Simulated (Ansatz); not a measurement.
Cost and result for the atomization energy of CH7AlN2O, SMILES `C[O][Al]([NH2])[NH2]` (12 atoms, 11 bonds).

```xyz
12

C    -0.541   -2.048    0.513
O     0.336   -1.110   -0.022
Al    0.339    0.565   -0.232
N    -1.040    1.548    0.274
N     1.770    1.280   -0.973
H    -0.040   -2.639    1.288
H    -1.431   -1.592    0.968
H    -0.885   -2.740   -0.264
H    -1.102    2.548    0.192
H    -1.883    1.184    0.686
H     1.905    2.257   -1.167
H     2.572    0.748   -1.264
```

The species carries charge 0 and has multiplicity 1. Geometry: relaxed with PBE0-D4/def2-TZVP. It is one conformer, not always the lowest. Program: Ansatz. All runs use 4 threads of a server CPU on a shared host. Times are those of one run each, without the atoms' runs, and a repeat can differ threefold. Electronic energies, without spin–orbit coupling; frozen cores. CCSD(T)/CBS adds CCSD(T) − MP2 in def2-TZVPP to the MP2 limit, and its time is that of the two runs behind it. T1 = 0.010. B3LYP takes the VWN-RPA correlation (the form of Gaussian; ORCA's B3LYP/G).

CCSD(T)/CBS is a level of theory with its own doubt, some kJ/mol a heavy atom from the limit and from the frozen cores, so smaller differences don't rank the functionals.

| level | functions | wall time | atomization (kJ/mol) | difference from CCSD(T)/CBS | per bond |
| --- | --- | --- | --- | --- | --- |
| LDA (SPW92)/def2-TZVPP | 264 | 1.4 s | 5035.2 | 608.9 | 55.3 |
| PBE-D4/def2-TZVPP (with forces) | 264 | 2.7 s | 4482.0 | 55.7 | 5.1 |
| CAM-B3LYP-D4/def2-TZVPP | 264 | 3.8 s | 4453.3 | 27.0 | 2.4 |
| B3LYP-D4/def2-TZVPP (with forces) | 264 | 4.7 s | 4427.1 | 0.8 | 0.1 |
| r2SCAN-D4/def2-TZVPP (with forces) | 264 | 5.5 s | 4402.7 | -23.6 | -2.1 |
| r2SCANh-D4/def2-TZVPP | 264 | 5.5 s | 4370.0 | -56.3 | -5.1 |
| B2PLYP/def2-TZVPP | 264 | 6 s | 4377.0 | -49.3 | -4.5 |
| PBE-QIDH/def2-TZVPP | 264 | 6 s | 4350.7 | -75.6 | -6.9 |
| CCSD(T)/def2-SVP | 109 | 6.5 s | 4102.7 | -323.6 | -29.4 |
| B97M-V/def2-TZVPP | 264 | 10 s | 4410.6 | -15.7 | -1.4 |
| MP2/def2-QZVPP | 508 | 25 s | 4443.0 | 16.7 | 1.5 |
| CCSD(T)/def2-TZVPP | 264 | 3.7 min | 4286.1 | -140.2 | -12.7 |
| CCSD(T)/CBS(def2) | – | 4.1 min | 4426.3 | 0.0 | 0.0 |

From r2SCAN to r2SCAN0 (25 % exact exchange), in def2-TZVPP and without D4, the atomization energy moves by −80.9 kJ/mol: exact exchange takes away binding that semilocal exchange gives to molecules. In def2-TZVPP, CCSD(T) changes the Hartree–Fock value by +1201.8 kJ/mol (the triples alone add +62.9 kJ/mol) and MP2 by +1274.1 kJ/mol; breaking electron pairs costs correlation energy, which Hartree–Fock lacks. The D4 term adds +31.7 kJ/mol with B3LYP and +16.9 kJ/mol with PBE0; it sums over pairs of atoms, weighted by their polarisabilities, and B3LYP, whose exchange is more repulsive, gets the larger term.
